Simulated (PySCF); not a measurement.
# One molecule, several mistakes: AlBC2H4

All numbers below are calculated, not measured. The program is PySCF 2.14.0, an open-source quantum chemistry code, run on an isolated molecule that a program drew, which may never have been made. The molecule is AlBC2H4 (charge 0, singlet), drawn as the SMILES string `B=[C](C)[Al]`.

Each row is a Hartree-Fock (HF) and frozen-core CCSD(T) single point in the cc-pV(D+d)Z basis, meant for a local HF minimum. Run 1 is clean. Each other run has one planted mistake out of seven kinds, and not every kind appears here: one electron removed, one electron added, multiplicity raised by two, geometry at a saddle point, minimal basis STO-3G, one bond length entered in bohr, all coordinates scaled. The reference is restricted for singlets and unrestricted otherwise, and also for a bond in bohr. Adding or removing an electron swaps singlet and doublet. Electrons count all cores. HOMO and LUMO are orbital energies over both spins, the gradient is its largest component, and the lowest frequency (negative if imaginary) is given only where the gradient is small. Bond lengths are over the 7 bonds as drawn. T1 is the CCSD diagnostic: over 0.02 (restricted) or 0.045 (unrestricted) a single reference is doubtful.

Geometry of the clean run:
```xyz
8
AlBC2H4, angstrom
B    -1.9855   -0.1548    1.9161
C    -0.8741    0.2632    2.5354
C     0.3585    1.0936    2.7474
Al   -1.0169   -1.0578    4.0939
H    -2.9781   -0.6557    1.5272
H     1.0523    0.9750    1.9136
H     0.9126    0.8306    3.6590
H     0.1025    2.1512    2.8301
```

```
run,electrons,basis functions,<S^2>,HOMO (eV),LUMO (eV),gradient (hartree/bohr),lowest frequency (cm^-1),mean bond (Å),longest bond (Å),T1,HF (hartree),CCSD(T) (hartree),mistake
1,34,85,0.000,-7.76,1.10,3.5e-05,150,1.3354,2.048,0.0159,-344.60037,-345.06870,no fault
2,33,85,0.791,-14.41,-6.13,3.3e-02,-,1.3354,2.048,0.0193,-344.34637,-344.77675,one electron removed
3,35,85,0.773,0.02,6.47,1.9e-02,-,1.3354,2.048,0.0230,-344.57929,-345.06244,one electron added
4,34,85,0.000,-7.75,1.18,2.7e-02,-,1.2966,1.989,0.0152,-344.59357,-345.05691,?
```

**Which mistake was planted in run 4, and what did it cost?**

The mean and the longest bond both change by the same factor, 0.971, and the gradient is no longer small. So the mistake is: all coordinates scaled. Subtracting run 1 and multiplying by 627.51 kcal/mol a hartree, the energy moved by 4.3 kcal/mol in HF and 7.4 kcal/mol in CCSD(T).

Cautions from the logs. Run 3: the HOMO is above zero, so the electron isn't bound and the energy depends on the basis.
